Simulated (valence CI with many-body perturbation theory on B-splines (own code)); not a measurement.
# E1 line list for Pb LII

Calculated by valence CI with perturbative core correlation (CI+MBPT): three valence electrons over a frozen Dirac-Fock core [Ar] 3d10, a basis of 11 s, 11 p, 10 d, 8 f, 5 g, 2 h functions for each j, with the one-electron correlation potential Σ1 (screened to all orders), the two-electron term Σ2, the three-electron term Σ3, Breit, model QED; selected single and double excitations, second order for the rest, scaled by the run's own slope (own B-spline code, finite nucleus).

No measured spectrum was set against this ion. As an estimate, large intervals hold to a few tenths of a per cent, small ones and those within an open d or f shell to about a per cent.

Lines 101 to 150 of 560 in falling wavelength, among levels below 8917.4 × 10³ cm⁻¹, chosen from the strongest by gf and those to the six lowest levels. Wavelengths and rates use the calculated energies. Electric multipoles are in the length gauge with retardation, E1 and E2 with the static RPA response of the core. Weak lines are less certain than strong ones. Lines between different terms over intervals too small for the method are left out, as are lines whose strength nearly cancels. Where a level lies close to another of its J and parity, the split of strength between their lines is uncertain. The highest levels of a list are the least certain.

Levels are named by their leading jj configuration (3d3/2^4 stands for four electrons in 3d with j = 3/2), which in mixed levels can hold well under half, so a name can repeat and another be missing. Letters in brackets count levels of one name in rising energy.

```
λ vac (Å)                          Upper                          Lower   A (s⁻¹)  S (a.u.) with core polarisation  S without
    58.87     (4s 4d5/2 4f5/2) J=7/2 [b]     (4s 4p3/2 4f5/2) J=5/2 [b]  1.21e+11                         9.79e-02   1.03e-01
    58.86  (4p1/2 4p3/2 4f7/2) J=7/2 [a]  (4p1/2 4p3/2 4d5/2) J=7/2 [a]  1.04e+11                         8.33e-02   8.74e-02
    58.83  (4p1/2 4p3/2 4f7/2) J=5/2 [a]  (4p1/2 4p3/2 4d5/2) J=3/2 [a]  2.74e+11                         1.65e-01   1.73e-01
    58.80     (4s 4d3/2 4f7/2) J=9/2 [a]     (4s 4d3/2 4d5/2) J=7/2 [a]  1.89e+11                         1.89e-01   1.98e-01
    58.69     (4s 4d5/2 4f5/2) J=5/2 [b]         (4s 4p3/2 4f7/2) J=3/2  7.89e+10                         4.72e-02   4.96e-02
    58.63  (4p1/2 4p3/2 4f5/2) J=7/2 [b]  (4p1/2 4p3/2 4d5/2) J=5/2 [a]  5.83e+10                         4.64e-02   4.86e-02
    58.61         (4s 4d3/2 4f7/2) J=3/2     (4s 4d3/2 4d5/2) J=3/2 [b]  1.16e+11                         4.62e-02   4.85e-02
    58.50     (4s 4p3/2 4f7/2) J=5/2 [b]     (4s 4p3/2 4d5/2) J=3/2 [b]  3.72e+11                         2.20e-01   2.31e-01
    58.46         (4s 4d5/2 4f7/2) J=7/2     (4s 4p3/2 4f7/2) J=7/2 [b]  6.86e+10                         5.41e-02   5.69e-02
    58.46         (4s 4p3/2 4f7/2) J=3/2     (4s 4p3/2 4d5/2) J=3/2 [a]  1.49e+11                         5.87e-02   6.16e-02
    58.20  (4p1/2 4p3/2 4f7/2) J=9/2 [b]      (4p1/2 4p3/2 4d5/2) J=9/2  1.38e+11                         1.35e-01   1.41e-01
    58.02  (4p1/2 4p3/2 4d5/2) J=3/2 [a]          (4p1/2 4p3/2^2) J=3/2  1.91e+11                         7.38e-02   7.75e-02
    58.00     (4s 4d5/2 4f5/2) J=5/2 [b]     (4s 4p3/2 4f5/2) J=5/2 [b]  1.65e+11                         9.53e-02   1.00e-01
    57.97          (4p1/2 4d5/2^2) J=3/2      (4p1/2 4p3/2 4d5/2) J=1/2  4.40e+11                         1.69e-01   1.78e-01
    57.97     (4p1/2 4p3/2 4f7/2) J=11/2      (4p1/2 4p3/2 4d5/2) J=9/2  2.85e+11                         3.29e-01   3.44e-01
    57.96          (4p1/2 4d5/2^2) J=5/2  (4p1/2 4p3/2 4d5/2) J=3/2 [b]  3.90e+11                         2.25e-01   2.36e-01
    57.90  (4p1/2 4p3/2 4d5/2) J=5/2 [a]          (4p1/2 4p3/2^2) J=5/2  1.90e+11                         1.09e-01   1.15e-01
    57.79          (4p1/2 4d5/2^2) J=3/2  (4p1/2 4p3/2 4d5/2) J=3/2 [b]  1.22e+11                         4.64e-02   4.88e-02
    57.73         (4s 4d5/2^2) J=7/2 [b]     (4s 4p3/2 4d5/2) J=5/2 [b]  8.85e+11                         6.72e-01   7.06e-01
    57.72     (4s 4p3/2 4f7/2) J=9/2 [a]         (4s 4p3/2 4d5/2) J=9/2  9.17e+10                         8.70e-02   9.13e-02
    57.69  (4p1/2 4p3/2 4f7/2) J=9/2 [a]  (4p1/2 4p3/2 4d5/2) J=7/2 [a]  2.67e+11                         2.53e-01   2.65e-01
    57.64  (4p1/2 4d3/2 4d5/2) J=5/2 [b]  (4p1/2 4p3/2 4d3/2) J=3/2 [b]  9.14e+10                         5.18e-02   5.45e-02
    57.64             (4s 4d5/2^2) J=3/2     (4s 4p3/2 4d5/2) J=3/2 [b]  2.24e+11                         8.45e-02   8.88e-02
    57.59         (4s 4d3/2 4d5/2) J=1/2     (4s 4p3/2 4d3/2) J=1/2 [b]  2.86e+11                         5.39e-02   5.67e-02
    57.55        (4s 4d5/2 4f5/2) J=11/2         (4s 4p3/2 4f5/2) J=9/2  4.66e+11                         5.26e-01   5.51e-01
    57.47         (4s 4p1/2 4d5/2) J=3/2         (4s 4p1/2 4p3/2) J=1/2  2.89e+11                         1.08e-01   1.14e-01
    57.38         (4s 4d5/2 4f7/2) J=7/2     (4s 4p3/2 4f5/2) J=5/2 [b]  1.21e+11                         9.04e-02   9.52e-02
    57.38  (4p1/2 4p3/2 4f7/2) J=5/2 [b]  (4p1/2 4p3/2 4d5/2) J=5/2 [a]  3.43e+11                         1.92e-01   2.02e-01
    57.33     (4s 4p1/2 4d5/2) J=5/2 [b]     (4s 4p1/2 4p3/2) J=3/2 [b]  2.76e+11                         1.54e-01   1.61e-01
    57.31     (4s 4p1/2 4d5/2) J=5/2 [a]         (4s 4p1/2 4p3/2) J=5/2  1.55e+10                         8.67e-03   9.12e-03
    57.31     (4s 4p3/2 4f5/2) J=5/2 [b]     (4s 4p3/2 4d5/2) J=5/2 [a]  1.07e+11                         5.98e-02   6.28e-02
    57.30         (4s 4d5/2 4f7/2) J=9/2         (4s 4p3/2 4f5/2) J=9/2  1.39e+11                         1.29e-01   1.36e-01
    57.27      (4p1/2 4p3/2 4f7/2) J=3/2  (4p1/2 4p3/2 4d5/2) J=3/2 [a]  3.30e+11                         1.23e-01   1.29e-01
    57.23  (4p1/2 4d3/2 4d5/2) J=7/2 [a]  (4p1/2 4p3/2 4d3/2) J=5/2 [a]  1.40e+11                         1.04e-01   1.09e-01
    57.22  (4p1/2 4d3/2 4d5/2) J=5/2 [a]  (4p1/2 4p3/2 4d3/2) J=3/2 [a]  1.14e+11                         6.34e-02   6.67e-02
    57.22             (4s 4d5/2^2) J=9/2     (4s 4p3/2 4d5/2) J=7/2 [b]  5.05e+11                         4.67e-01   4.90e-01
    57.20     (4s 4d5/2 4f5/2) J=7/2 [b]     (4s 4p3/2 4f7/2) J=5/2 [a]  1.63e+11                         1.21e-01   1.27e-01
    57.19  (4p1/2 4p3/2 4f7/2) J=9/2 [b]  (4p1/2 4p3/2 4d5/2) J=7/2 [a]  1.50e+11                         1.39e-01   1.45e-01
    57.12          (4p1/2 4d5/2^2) J=9/2  (4p1/2 4p3/2 4d5/2) J=7/2 [b]  8.52e+11                         7.84e-01   8.22e-01
    57.08        (4s 4d5/2 4f7/2) J=13/2        (4s 4p3/2 4f7/2) J=11/2  4.69e+11                         6.03e-01   6.34e-01
    57.01          (4p1/2 4d5/2^2) J=5/2  (4p1/2 4p3/2 4d5/2) J=7/2 [b]  1.08e+11                         5.91e-02   6.21e-02
    56.98     (4s 4d3/2 4f7/2) J=7/2 [b]     (4s 4d3/2 4d5/2) J=7/2 [a]  6.30e+10                         4.60e-02   4.83e-02
    56.86        (4s 4p3/2 4f7/2) J=11/2         (4s 4p3/2 4d5/2) J=9/2  3.74e+11                         4.07e-01   4.26e-01
    56.86             (4s 4d5/2^2) J=1/2     (4s 4p3/2 4d5/2) J=3/2 [b]  5.11e+11                         9.27e-02   9.75e-02
    56.84         (4s 4p1/2 4d5/2) J=3/2     (4s 4p1/2 4p3/2) J=3/2 [b]  9.57e+10                         3.47e-02   3.65e-02
    56.84     (4s 4p3/2 4f7/2) J=9/2 [b]     (4s 4p3/2 4d5/2) J=7/2 [a]  3.45e+11                         3.13e-01   3.28e-01
    56.82  (4p1/2 4d3/2 4d5/2) J=3/2 [b]  (4p1/2 4p3/2 4d3/2) J=1/2 [b]  1.24e+11                         4.50e-02   4.73e-02
    56.78          (4p1/2 4d5/2^2) J=7/2  (4p1/2 4p3/2 4d5/2) J=5/2 [b]  1.10e+12                         7.97e-01   8.37e-01
    56.77         (4s 4d3/2 4d5/2) J=9/2         (4s 4p3/2 4d3/2) J=7/2  5.18e+10                         4.68e-02   4.94e-02
    56.63             (4s 4d5/2^2) J=5/2     (4s 4p3/2 4d5/2) J=3/2 [a]  1.70e+11                         9.14e-02   9.59e-02
```
